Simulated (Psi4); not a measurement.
Pair of molecules, SMILES CO with SMILES CCC (the first has 6 atoms); geometry from B3LYP-D3(BJ)/def2-TZVP, rigid monomers moved along the line of their centres of mass till H6···C7 is 4.77 Å.
(charge 0, multiplicity 1):
```xyz
17

C      0.48433     0.24328    -0.27983
O     -0.51380    -0.51808     0.38321
H      0.75164     1.14700     0.27857
H      0.06814     0.54281    -1.24074
H      1.39337    -0.34016    -0.46388
H     -0.17450    -0.79623     1.23980
C     -0.29342    -1.19657     5.99345
C     -0.01462     0.16865     6.61692
C      0.34584     1.23046     5.58111
H     -0.52532    -1.94758     6.75048
H     -1.14492    -1.14958     5.30944
H      0.57606    -1.55812     5.43518
H      0.79768     0.07742     7.34371
H     -0.89360     0.49380     7.18063
H      0.52728     2.20016     6.04781
H      1.25285     0.95329     5.03647
H     -0.45582     1.35545     4.84961
```

Calculation: SAPT0/jun-cc-pV(D+d)Z in Psi4 1.11.

Which attractive term is largest, and how does the interaction split up?

electrostatics -0.2, exchange 0.0, induction 0.0, dispersion -0.5, total -0.7 kJ/mol; the largest attraction is dispersion.
